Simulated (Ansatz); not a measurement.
Stepwise reaction of `[F][SnH2][F]` with hydrogen fluoride, as a gas-phase model of exchange steps in deposition or etching. ΔE in kJ/mol; ΔG adds harmonic PBE0-D4 terms to CCSD(T)/CBS, at 1 bar.

Calculated with Ansatz (gas phase, PBE0-D4/def2-TZVP geometries, no zero-point term in ΔE). CCSD(T)/CBS is the MP2 limit (def2-TZVPP, def2-QZVPP) plus CCSD(T) − MP2 in def2-TZVPP, frozen cores. This one scheme is used for every species. DFT in def2-TZVPP. B3LYP here is the variant with VWN-RPA as its local correlation; programs differ in this. Elements past krypton have def2 core potentials. For Sn outer-core shells are correlated without core-valence functions, which leaves a few kJ/mol of doubt a bond.

```tsv
step	reaction	PBE-D4	B3LYP-D4	ωB97M-V	CCSD(T)/CBS	ΔG(600 K)
1	`[F][SnH2][F]` + H–F → `[F][SnH]([F])[F]` + H₂	-31.7	-31.9	-30.1	-30.6	-26.6
2	`[F][SnH]([F])[F]` + H–F → `[F][Sn]([F])([F])[F]` + H₂	-3.0	-1.9	-0.9	-2.0	7.5
```

(1) By hand: ΔE of the 2 steps together at CCSD(T)/CBS.

Results:

(1) (-30.6) + (-2.0) = -32.6 kJ/mol, or -16.3 kJ/mol a step.

In ΔE each step is higher than the one before. ΔG lies between -26.6 and 7.5 kJ/mol a step. PBE-D4 differs from CCSD(T)/CBS by -1.1 to -1.0 kJ/mol a step. Isolated molecules leave out the surface, adducts and barriers. Largest T1 diagnostic: 0.015.
